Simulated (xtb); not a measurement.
diethyl ether (C$_{4}$H$_{10}$O), singlet, at a GFN2-xTB geometry; GFN2-xTB run with xtb.

xtb was given this input:
```
$ xtb mol.xyz --gfn 2 --hess --json

# file mol.xyz
15

C      2.31099308     0.42947687    -0.10128155
C      0.80676931     0.65277486    -0.11329295
O      0.18012005    -0.51769505     0.36600134
C     -1.20070496    -0.39678232     0.60942448
C     -2.05442706    -0.30045813    -0.65468708
H      2.64565363     0.21459523     0.90971363
H      2.56088994    -0.41747000    -0.73389738
H      2.82210012     1.31514652    -0.46862766
H      0.54182713     1.50676941     0.53119730
H      0.47267038     0.88141791    -1.13611301
H     -1.39403805     0.47580067     1.25400926
H     -1.46353949    -1.30328974     1.16144758
H     -3.10574212    -0.36144243    -0.38710070
H     -1.81234563    -1.12013823    -1.32655824
H     -1.88421869     0.64010331    -1.17305903
```

**Question.** Predict the main parts of the log of this xtb run.

**Answer.** 
```
   ID    Z sym.   atoms
    1    6 C      1, 2, 4, 5
    2    8 O      3
    3    1 H      6-15

           -------------------------------------------------
          |                Calculation Setup                |
           -------------------------------------------------

           -------------------------------------------------
          |                 G F N 2 - x T B                 |
           -------------------------------------------------

          ...................................................
          :                      SETUP                      :
          :.................................................:
          :  # basis functions                  30          :
          :  # atomic orbitals                  30          :
          :  # shells                           20          :
          :  # electrons                        32          :
          :  max. iterations                   250          :
          :  Hamiltonian                  GFN2-xTB          :
          :  restarted?                      false          :
          :  GBSA solvation                  false          :
          :  PC potential                    false          :
          :  electronic temp.          300.0000000     K    :
          :  accuracy                    1.0000000          :
          :  -> integral cutoff          0.2500000E+02      :
          :  -> integral neglect         0.1000000E-07      :
          :  -> SCF convergence          0.1000000E-05 Eh   :
          :  -> wf. convergence          0.1000000E-03 e    :
          :  Broyden damping             0.4000000          :
          :  net charge                          0          :
          :  unpaired electrons                  0          :
          ...................................................

 iter      E             dE          RMSdq      gap      omega  full diag
   1    -17.8798646 -0.178799E+02  0.374E+00   11.89       0.0  T
   2    -17.9287324 -0.488678E-01  0.195E+00   11.41       1.0  T
   3    -17.9293452 -0.612766E-03  0.876E-01   11.52       1.0  T
   4    -17.9295651 -0.219936E-03  0.124E-01   11.55       1.0  T
   5    -17.9296020 -0.369540E-04  0.679E-02   11.57       1.0  T
   6    -17.9296029 -0.850257E-06  0.478E-03   11.58       5.4  T
   7    -17.9296029 -0.115844E-07  0.219E-03   11.58      11.8  T
   8    -17.9296029 -0.150862E-08  0.444E-04   11.58      58.1  T
   9    -17.9296029 -0.326956E-09  0.888E-05   11.58     290.7  T

   *** convergence criteria satisfied after 9 iterations ***

         :::::::::::::::::::::::::::::::::::::::::::::::::::::
         ::                     SUMMARY                     ::
         :::::::::::::::::::::::::::::::::::::::::::::::::::::
         :: total energy             -17.720522785809 Eh    ::
         :: gradient norm              0.000024379622 Eh/a0 ::
         :: HOMO-LUMO gap             11.579040397575 eV    ::
         ::.................................................::
         :: SCC energy               -17.929596125749 Eh    ::
         :: -> isotropic ES            0.020514575809 Eh    ::
         :: -> anisotropic ES          0.004014569918 Eh    ::
         :: -> anisotropic XC          0.005570462975 Eh    ::
         :: -> dispersion             -0.006892635327 Eh    ::
         :: repulsion energy           0.209073339940 Eh    ::
         :: add. restraining           0.000000000000 Eh    ::
         :: total charge              -0.000000000000 e     ::
         :::::::::::::::::::::::::::::::::::::::::::::::::::::

           -------------------------------------------------
          |                Numerical Hessian                |
           -------------------------------------------------
step length          :   0.00500
SCC accuracy         :   0.30000
Hessian scale factor :   1.00000
frozen atoms in %    :   0.00000    0
RMS gradient         :   0.00002
estimated CPU  time      0.02 min

writing file <hessian>.

 projected vibrational frequencies (cm⁻¹)
eigval :       -0.00    -0.00    -0.00     0.00     0.00     0.00
eigval :       60.37   116.25   201.10   205.78   296.43   360.15
eigval :      500.68   820.33   840.40   881.31   958.04  1069.27
eigval :     1082.83  1098.37  1129.55  1152.40  1180.25  1256.54
eigval :     1275.72  1343.24  1348.79  1397.83  1400.65  1464.18
eigval :     1475.35  1487.64  1495.62  1496.07  1500.45  2834.75
eigval :     2847.16  2874.75  2962.74  3038.95  3044.31  3045.73
eigval :     3046.73  3050.61  3054.87
           -------------------------------------------------
          |                Property Printout                |
           -------------------------------------------------

    * Orbital Energies and Occupations

         #    Occupation            Energy/Eh            Energy/eV
      -------------------------------------------------------------
         1        2.0000           -0.6901893             -18.7810
       ...           ...                  ...                  ...
         4        2.0000           -0.5883693             -16.0103
         5        2.0000           -0.5794430             -15.7674
         6        2.0000           -0.5477266             -14.9044
         7        2.0000           -0.5315465             -14.4641
         8        2.0000           -0.5280784             -14.3697
         9        2.0000           -0.4975051             -13.5378
        10        2.0000           -0.4795580             -13.0494
        11        2.0000           -0.4747337             -12.9182
        12        2.0000           -0.4622627             -12.5788
        13        2.0000           -0.4543327             -12.3630
        14        2.0000           -0.4450674             -12.1109
        15        2.0000           -0.4326051             -11.7718
        16        2.0000           -0.3925657             -10.6823 (HOMO)
        17                          0.0329562               0.8968 (LUMO)
[...]
          |               Frequency Printout                |
           -------------------------------------------------
 projected vibrational frequencies (cm⁻¹)
eigval :       -0.00    -0.00    -0.00     0.00     0.00     0.00
eigval :       60.37   116.25   201.10   205.78   296.43   360.15
eigval :      500.68   820.33   840.40   881.31   958.04  1069.27
eigval :     1082.83  1098.37  1129.55  1152.40  1180.25  1256.54
eigval :     1275.72  1343.24  1348.79  1397.83  1400.65  1464.18
eigval :     1475.35  1487.64  1495.62  1496.07  1500.45  2834.75
eigval :     2847.16  2874.75  2962.74  3038.95  3044.31  3045.73
eigval :     3046.73  3050.61  3054.87
 reduced masses (amu)
   1:  8.37   2: 10.77   3:  9.82   4: 10.44   5: 11.07   6:  9.86   7:  7.23   8:  7.80
   9:  2.15  10:  4.15  11:  8.08  12:  9.57  13:  9.69  14:  2.65  15:  2.08  16:  7.70
  17:  7.84  18:  9.51  19:  6.97  20:  7.09  21: 10.22  22:  6.34  23:  7.48  24:  2.22
  25:  2.58  26:  3.38  27:  3.68  28:  3.18  29:  3.38  30:  1.86  31:  1.54  32:  1.61
  33:  1.59  34:  1.68  35:  1.65  36:  1.93  37:  1.71  38:  1.46  39:  1.70  40:  1.88
  41:  1.61  42:  1.50  43:  1.78  44:  1.94  45:  1.62
 IR intensities (km·mol⁻¹)
   1:  1.14   2:  0.24   3:  0.11   4:  0.36   5:  0.09   6:  0.63   7:  0.10   8:  4.04
   9:  0.20  10:  0.94  11:  3.09  12:  3.94  13:  3.14  14:  7.33  15:  2.41  16:  5.19
  17:  3.73  18: 15.01  19: 15.73  20:  6.43  21: 99.50  22: 36.36  23: 32.16  24:  0.71
  25:  7.60  26: 21.32  27:  5.29  28:  7.51  29: 11.16  30:  0.29  31:  2.24  32:  0.40
  33:  7.13  34:  0.36  35:  3.33  36: 74.66  37: 77.52  38: 59.57  39: 30.48  40: 38.26
  41: 32.42  42: 16.07  43: 29.54  44: 31.54  45: 23.91
 Raman intensities (Ä⁴*amu⁻¹)
   1:  0.00   2:  0.00   3:  0.00   4:  0.00   5:  0.00   6:  0.00   7:  0.00   8:  0.00
   9:  0.00  10:  0.00  11:  0.00  12:  0.00  13:  0.00  14:  0.00  15:  0.00  16:  0.00
  17:  0.00  18:  0.00  19:  0.00  20:  0.00  21:  0.00  22:  0.00  23:  0.00  24:  0.00
  25:  0.00  26:  0.00  27:  0.00  28:  0.00  29:  0.00  30:  0.00  31:  0.00  32:  0.00
  33:  0.00  34:  0.00  35:  0.00  36:  0.00  37:  0.00  38:  0.00  39:  0.00  40:  0.00
  41:  0.00  42:  0.00  43:  0.00  44:  0.00  45:  0.00
 output can be read by thermo (or use thermo option).
 writing <g98.out> molden fake output.
 recommended (thermochemical) frequency scaling factor: 1.0
           -------------------------------------------------
          |             Thermodynamic Functions             |
           -------------------------------------------------

c1  symmetry found (for desy threshold:  0.10E+00) used in thermo

          ...................................................
          :                      SETUP                      :
          :.................................................:
          :  # frequencies                          39      :
          :  # imaginary freq.                       0      :
          :  linear?                             false      :
          :  only rotor calc.                    false      :
          :  symmetry                               c1      :
          :  rotational number                       1      :
          :  scaling factor                  1.0000000      :
          :  rotor cutoff                   50.0000000 cm⁻¹ :
          :  imag. cutoff                  -20.0000000 cm⁻¹ :
          :.................................................:

    mode    ω/cm⁻¹     T·S(HO)/kcal·mol⁻¹    T·S(FR)/kcal·mol⁻¹   T·S(vib)
   ------------------------------------------------------------------------
       1     60.37    -1.32528 ( 68.00%)    -1.00017 ( 32.00%)    -1.22126
       2    116.25    -0.94268 ( 96.69%)    -0.80632 (  3.31%)    -0.93817
       3    201.10    -0.63298 ( 99.62%)    -0.64408 (  0.38%)    -0.63302
       4    205.78    -0.62039 ( 99.65%)    -0.63727 (  0.35%)    -0.62045
       5    296.43    -0.42844 ( 99.92%)    -0.52919 (  0.08%)    -0.42852
   ------------------------------------------------------------------------

   temp. (K)  partition function   enthalpy   heat capacity  entropy
                                   cal/mol     cal/K/mol   cal/K/mol   J/K/mol
 298.15  VIB   45.8                 2572.185     16.734     15.862
         ROT  0.966E+05              888.752      2.981     25.791
         INT  0.442E+07             3460.938     19.715     41.653
         TR   0.617E+27             1481.254      4.968     38.808
         TOT                        4942.1914    24.6830    80.4609   336.6482

       T/K    H(0)-H(T)+PV         H(T)/Eh          T*S/Eh         G(T)/Eh
   ------------------------------------------------------------------------
    298.15    0.787588E-02    0.141596E+00    0.382295E-01    0.103366E+00
   ------------------------------------------------------------------------

         :::::::::::::::::::::::::::::::::::::::::::::::::::::
         ::                  THERMODYNAMIC                  ::
         :::::::::::::::::::::::::::::::::::::::::::::::::::::
         :: total free energy         -17.617156643084 Eh   ::
         ::.................................................::
         :: total energy              -17.720522785824 Eh   ::
         :: zero point energy           0.133719807898 Eh   ::
         :: G(RRHO) w/o ZPVE           -0.030353665158 Eh   ::
         :: G(RRHO) contrib.            0.103366142740 Eh   ::
         :::::::::::::::::::::::::::::::::::::::::::::::::::::

           -------------------------------------------------
          | TOTAL ENERGY              -17.720522785824 Eh   |
          | TOTAL ENTHALPY            -17.578927094551 Eh   |
          | TOTAL FREE ENERGY         -17.617156643084 Eh   |
          | GRADIENT NORM               0.000024382167 Eh/α |
          | HOMO-LUMO GAP              11.579040837544 eV   |
           -------------------------------------------------

normal termination of xtb
```
